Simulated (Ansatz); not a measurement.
Ideal-gas functions of B$_{2}$FH$_{4}$N (`NBBF`) at 400 K and 1 bar, from an Ansatz frequency run at PBE0-D4/def2-TZVP.

Molar mass 58.66 g/mol, point group Cs (symmetry number 1), electronic degeneracy 1, moments of inertia 12.708, 145.487, 158.188 u Å². Harmonic wavenumbers (cm⁻¹, unscaled): 28, 195, 395, 491, 679, 787, 845, 934, 948, 1111, 1154, 1300, 1413, 1648, 2514, 2594, 3591, 3685.

Use S(trans) = R[1.5 ln M + 2.5 ln T − 1.1517]; rotational temperatures θ = 24.2544 K / I; S(rot) = R[ln(√π/σ · √(T³/θAθBθC)) + 1.5]; for each mode x = 1.438777 ν̃/T, S = R[x/(eˣ − 1) − ln(1 − e⁻ˣ)] and H = RT x/(eˣ − 1); 1 cm⁻¹ = 0.0119627 kJ/mol; R = 8.31446 J/(mol·K).

**Question.** By hand: the entropy, in J/(mol·K).

**Answer.** Translation 165.7. Rotation: θ = 1.9086, 0.1667, 0.1533 K, giving 104.5. Vibration, mode by mode: 27.40, 11.43, 6.06, 4.59, 2.69, 1.98, 1.68, 1.30, 1.25, 0.78, 0.68, 0.44, 0.32, 0.15, 0.01, 0.01, 0.00, 0.00, in all 60.8. Electronic 0.0. Sum 331.0 J/(mol·K).

**Question.** By hand: H − E and G − E in kJ/mol, counted from the electronic energy.

**Answer.** Zero-point energy ½ × 24312 × 0.0119627 = 145.4; thermal vibration 11.6; translation, rotation and pV give 4 RT = 13.3. H − E = 170.3 kJ/mol, and G − E = 170.3 − 400 × 331.0/1000 = 37.9 kJ/mol.

Vibration gives 18 % of the entropy, 27.4 J/(mol·K) of it from the mode under 150 cm⁻¹: soft modes count most, and the harmonic formula is weakest for them. The sum counts one conformer and one mirror image; others add a mixing term.
